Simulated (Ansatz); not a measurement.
Isolated molecules relaxed with PBE0-D4/def2-TZVP in Ansatz; ΔE leaves out vibrations. CCSD(T)/CBS adds triple-zeta CCSD(T) − MP2 to the extrapolated MP2 energy (def2 sets, frozen cores). This one scheme is used for every species. Functionals use def2-TZVPP. B3LYP here is the variant with VWN-RPA as its local correlation; programs differ in this. HSE06 is defined as in plane-wave codes. Elements past krypton have def2 core potentials. For Zr outer-core shells are correlated without core-valence functions, which leaves a few kJ/mol of doubt a bond. One conformer a species, not always the lowest.

Reaction (ligand exchange at a Zr–N bond): `CC(C)[NH][Zr]([Cl])([Cl])[Cl]` + H₂S → `[SH][Zr]([Cl])([Cl])[Cl]` + `CC(C)N`

Question: Is it downhill or uphill in electronic energy at CCSD(T)/CBS, and by how much? (Estimate.)

Answer: Ansatz gave: Downhill: ΔE = -3.1 kJ/mol.

Question: What do these levels give: LDA (SPW92), PBE-D4, B97M-V, PBE0-D4, B2PLYP, B3LYP, r2SCAN0, HSE06, RPA@PBE/def2-TZVPP, CCSD(T)/def2-SVP, CCSD(T)/def2-TZVPP, HF/def2-QZVPP? (An estimate is asked.)

Answer: The calculation gave: LDA (SPW92) -7.6, PBE-D4 -9.7, B97M-V -11.5, PBE0-D4 -9.4, B2PLYP -9.6, B3LYP -15.3, r2SCAN0 -13.6, HSE06 -17.0, RPA@PBE/def2-TZVPP 2.4, CCSD(T)/def2-SVP 14.4, CCSD(T)/def2-TZVPP 1.0, HF/def2-QZVPP -14.9 kJ/mol.

Question: What do rigid-rotor, harmonic-oscillator terms from PBE0-D4/def2-TZVP frequencies (298.15 K, 1 bar) make of the CCSD(T)/CBS value? (Best estimate.)

Answer: Computed: ΔZPE = +11.4 kJ/mol, ΔH = +5.8 kJ/mol, ΔS = 19 J/(mol·K), ΔG = +0.1 kJ/mol. Modes under 50 cm⁻¹ make the entropy rough.

Largest T1 diagnostic among the species: 0.016.

From BLYP to BHLYP (50 % exact exchange), in def2-TZVPP and without D4, ΔE moves by +4.0 kJ/mol. In def2-TZVPP, CCSD(T) changes the Hartree–Fock value by +15.2 kJ/mol (the triples alone add +0.0 kJ/mol) and MP2 by +14.3 kJ/mol. The D4 term adds +11.7 kJ/mol with B3LYP and +7.4 kJ/mol with PBE0; it sums over pairs of atoms, weighted by their polarisabilities, and B3LYP, whose exchange is more repulsive, gets the larger term.
